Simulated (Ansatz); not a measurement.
Geometry optimisation, Ansatz 0.2.0, DFT LDA, scalar-relativistic, plane waves, PAW.

input.yaml

```yaml
crystal:
  lattice:
    - [0.0, 5.43, 5.43]
    - [5.43, 0.0, 5.43]
    - [5.43, 5.43, 0.0]
  atoms:
    - { symbol: Si, position: [0.0, 0.0, 0.0] }
    - { symbol: Si, position: [0.125, 0.125, 0.125] }
    - { symbol: Si, position: [0.0, 0.0, 0.5] }
    - { symbol: Si, position: [0.125, 0.125, 0.625] }
    - { symbol: Si, position: [0.0, 0.5, 0.0] }
    - { symbol: Si, position: [0.125, 0.625, 0.125] }
    - { symbol: Si, position: [0.0, 0.5, 0.5] }
    - { symbol: Si, position: [0.125, 0.625, 0.625] }
    - { symbol: Si, position: [0.5, 0.0, 0.0] }
    - { symbol: Si, position: [0.625, 0.125, 0.125] }
    - { symbol: Si, position: [0.5, 0.0, 0.5] }
    - { symbol: Si, position: [0.625, 0.125, 0.625] }
    - { symbol: Si, position: [0.5, 0.5, 0.0] }
    - { symbol: Si, position: [0.625, 0.625, 0.125] }
    - { symbol: Si, position: [0.5, 0.5, 0.5] }
    - { symbol: Si, position: [0.625, 0.625, 0.625] }
    - { symbol: Au, position: [0.0614373, 0.3167027, 0.8063988], spin: 1.0 }
magnetization:
  spin_polarized: true
basis:
  ecutwfc: 420.0
kpoints:
  mp_grid: { grid: [2, 2, 2] }
hamiltonian:
  xc: lda
  pseudopotentials: { kind: paw, azcp: { folder: soft_1 } }
scf:
  occupations: { method: gaussian, width: 0.02 }
  lower_state_search: "off"
relax:
  f_tol: 0.03
  max_steps: 60
  adjacent_minimum: "off"
```

Command:

```bash
$ ansatz run input.yaml --threads 2 --pin off --max-ram 5120MiB --backend cpu --events-out ev --progress --plain --runs-dir out
```

**Question.** Where does it end, and by what steps?

**Answer.** The run converged. Limits of this set-up: coarse k mesh, PAW files made for another functional, a small cell, in which the defect meets its images. After 4 steps the energy has fallen by 2.002 eV; Si3 moved furthest, 0.33 Å.

```tsv
step	energy less start (eV)	largest force component (eV/Å)	accepted
0	0.0000	4.249	yes
1	-1.7840	1.101	yes
2	-1.9931	0.124	yes
3	-2.0011	0.048	yes
4	-2.0020	0.004	yes
```

```xyz
17
Lattice="0.0000 5.4300 5.4300 5.4300 0.0000 5.4300 5.4300 5.4300 0.0000" Properties=species:S:1:pos:R:3
Si -0.104 0.101 -0.131
Si 1.460 1.487 1.255
Si 2.905 2.522 -0.190
Si 3.940 3.967 1.255
Si 2.847 0.101 2.819
Si 3.881 1.546 4.264
Si 5.326 2.581 2.819
Si 6.890 3.967 4.206
Si 0.068 2.731 2.647
Si 1.288 4.139 4.055
Si 2.695 5.359 2.648
Si 4.248 6.609 3.897
Si 2.538 2.889 5.607
Si 4.091 4.138 6.857
Si 5.498 5.359 5.450
Si 6.718 6.766 6.857
Au 6.108 4.749 2.037
```

Run time: 45 s on 2 threads of Arm Neoverse V1 (shared host), peak memory 0.68 GiB.
